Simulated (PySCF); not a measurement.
C2H5O2, SMILES O[CH]CO, multiplicity 2. Geometry: PBE-D3(BJ)/def2-SVP. The isomer is the one that the SMILES or the coordinates give; other isomers of the formula were not compared. The values are those of a single conformer.

All values below come from PBE-D3(BJ)/def2-SVP in PySCF.

Harmonic wavenumbers (cm⁻¹): 110, 267, 345, 365, 457, 656, 889, 959, 1046, 1127, 1175, 1244, 1298, 1366, 1408, 1413, 2773, 3010, 3068, 3686, 3734. Rotational constants (GHz): 17.12, 5.697, 4.587; symmetry number 1.

**Question.** Work out the zero-point energy and the ideal-gas rigid-rotor harmonic-oscillator thermochemistry at 298.15 K and 1 atm.

**Answer.** ZPE = ½ Σ hcν = ½ × 30396 cm⁻¹ = 43.45 kcal/mol. H − E(el) = 47.39 kcal/mol. Entropy in cal/(mol K): translation 38.25, rotation 24.09, vibration 8.86, spin 1.38, total 72.58. G − E(el) = 25.75 kcal/mol. Cp = 19.41 cal/(mol K). Modes under 150 cm⁻¹ make the vibrational entropy uncertain.
